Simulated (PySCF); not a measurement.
Vertical excitations of a molecule C3H7ClSi from PySCF with TDDFT-PBE/def2-SVPD, as energy in eV (oscillator strength): 5.76 (0.332), 5.84 (0.002), 6.23 (0.000), 6.37 (0.001), 6.44 (0.002), 6.60 (0.006), 6.65 (0.000), 6.74 (0.003), 7.12 (0.001), 7.26 (0.003). Lowest triplet (TDA): 3.97 eV. Geometry optimised at r2SCAN-D4/def2-SVP. Other conformers were not sampled.

Problem. Identify the compound among the candidates.
A. C/C(Cl)=C/[SiH3]
B. Cl[SiH]1CCC1
C. [SiH3]C/C=C\Cl
D. C[SiH2]/C=C/Cl

Solution. D, C[SiH2]/C=C/Cl
